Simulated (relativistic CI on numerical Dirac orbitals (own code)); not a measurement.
## Fe4+ in a cubic cluster: 3s photoemission with charge transfer

Computed with a charge-transfer multiplet model of a cubic metal-ligand cluster with up to 2 ligand holes, Slater and spin-orbit integrals from Dirac-Coulomb-Breit ions, Slater integrals scaled by 0.9. The ground state mixes d4 with configurations of k ligand holes L, whose averages lie at kΔ + k(k − 1)U_dd/2; a core hole lowers each added d electron by U_cd. 300 K, Lorentzian 1.4 eV and Gaussian 0.8 eV FWHM.

Atomic integrals in eV (Slater integrals scaled, ζ unscaled), ground: F2dd 11.671, F4dd 7.336, zeta_d 0.064; with the core hole: F2dd 12.502, F4dd 7.894, zeta_d 0.072, G2cd 12.103.

Cluster parameters (eV): Δ = 2.5, U_dd = 7.2, U_cd = 8.3, 10Dq = 1.8, 10Dq(ligand) = 0.5, final-state hopping factor = 0.8.

```csv
Case,n_d,d4,d5L,d6L2,S
"V(eg) = 1.35 eV, V(t2g) = -0.73 eV",4.47,0.55,0.44,0.02,2.00
"V(eg) = 2.25 eV, V(t2g) = -1.22 eV",4.55,0.49,0.47,0.04,2.00
"V(eg) = 2.85 eV, V(t2g) = -1.55 eV",4.60,0.46,0.49,0.06,2.00
```

Weights, n_d and S are thermal averages at 300 K. Binding energies count from the first peak over 30 % of the highest in each spectrum, which can be another peak from case to case. The parameters are a model scan and need not match a compound or its usual spin state. Peaks in eV (height, largest 100):
- V(eg) = 1.35 eV, V(t2g) = -0.73 eV: 0.0 (100), 7.9 (33), 10.6 (43), 14.1 (81), 21.1 (21), 23.3 (26)
- V(eg) = 2.25 eV, V(t2g) = -1.22 eV: 0.0 (100), 6.2 (25), 9.4 (24), 13.5 (81), 21.7 (19), 25.8 (7)
- V(eg) = 2.85 eV, V(t2g) = -1.55 eV: 0.0 (100), 6.1 (21), 13.3 (76), 22.8 (16)

For the case V(eg) = 2.25 eV, V(t2g) = -1.22 eV, Δ = 2.5 eV is smaller than U_dd = 7.2 eV, the charge-transfer side of the Zaanen-Sawatzky-Allen scheme. With the core hole the average of the configuration with one ligand hole lies at Δ − U_cd = -5.8 eV before mixing: it lies below the unscreened one, so the lowest final states are mostly screened and the unscreened weight appears at higher binding energy as a satellite.

Without intra-shell correlation the exchange splitting of the 3s hole comes out too large.
